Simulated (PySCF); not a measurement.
C₂F₃, SMILES F[C]=C(F)F, multiplicity 2.

The structure is a stationary point at B3LYP-D3(BJ)/def2-SVP. The isomer is the one that the SMILES or the coordinates give; other isomers of the formula were not compared.

These are SMD-B3LYP/def2-SVP (PySCF) values and carry that method's errors.

Solvation free energies are E(SMD) − E(gas) at the gas-phase geometry, for 1 M in both phases. In vacuum the dipole moment is 0.31 D.

Q: Rank water, methanol, ethylethanoate by solvation free energy, most negative first.

A: ethylethanoate (1.6 kcal/mol), methanol (2.0 kcal/mol), water (4.3 kcal/mol)
